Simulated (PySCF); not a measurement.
SCF from a fresh guess for quartet CuH₄, at the PBE0 minimum. PySCF input:

```python
from pyscf import gto, scf, dft
mol = gto.M(atom='''
Cu     0.000000     0.000000    -0.000000
H     -0.917290    -0.917290    -0.917290
H     -0.917290     0.917290     0.917290
H      0.917290    -0.917290     0.917290
H      0.917290     0.917290    -0.917290''',
    basis={'Cu': 'def2-TZVP', 'H': 'def2-TZVP'},
    charge=0, spin=3)
mf = dft.UKS(mol, xc='PBE0')
mf.grids.atom_grid = (50, 194)
aux = {'Cu': 'def2-universal-JKFIT', 'H': 'def2-universal-JKFIT'}
mf = mf.density_fit(auxbasis=aux)
mf.conv_tol = 1e-08
mf.diis_space = 10
mf.max_cycle = 60
mf.init_guess = 'minao'
mf.verbose = 4
mf.kernel()
```

Excerpt of the output (cycles alone):

```
init E= -1641.9227825028
cycle= 1 E= -1639.08342176995  delta_E= 2.84  |g|= 4.08  |ddm|= 1.72
cycle= 2 E= -1633.74111281125  delta_E= 5.34  |g|= 6.86  |ddm|= 3.94
cycle= 3 E= -1641.78259771749  delta_E= -8.04  |g|= 1.74  |ddm|= 2.59
cycle= 4 E= -1642.43617455306  delta_E= -0.654  |g|= 0.151  |ddm|= 0.907
cycle= 5 E= -1642.43617498488  delta_E= -4.32e-07  |g|= 0.131  |ddm|= 0.0781
cycle= 6 E= -1642.43969181424  delta_E= -0.00352  |g|= 0.0127  |ddm|= 0.0541
cycle= 7 E= -1642.43971182099  delta_E= -2e-05  |g|= 0.00637  |ddm|= 0.00431
cycle= 8 E= -1642.43972010605  delta_E= -8.29e-06  |g|= 0.000214  |ddm|= 0.00324
cycle= 9 E= -1642.43972013484  delta_E= -2.88e-08  |g|= 0.000104  |ddm|= 0.000379
cycle= 10 E= -1642.43972013688  delta_E= -2.04e-09  |g|= 1.15e-05  |ddm|= 6.64e-05
Extra cycle  E= -1642.43972013662  delta_E= 2.63e-10  |g|= 4.15e-05  |ddm|= 1.47e-05
converged SCF energy = -1642.43972013662  <S^2> = 3.7636679  2S+1 = 4.0068281
```

No lower solution of this spin was found from smeared starts or by a stability analysis within the unrestricted form.

With open d or f shells other occupations or spin states may lie lower.

The search for the lowest solution, 3 starts and the stability check together, took 6.8 s on 2 threads of a shared Arm Neoverse V2 host, with 69 basis functions; the process peaked at 0.43 GiB.
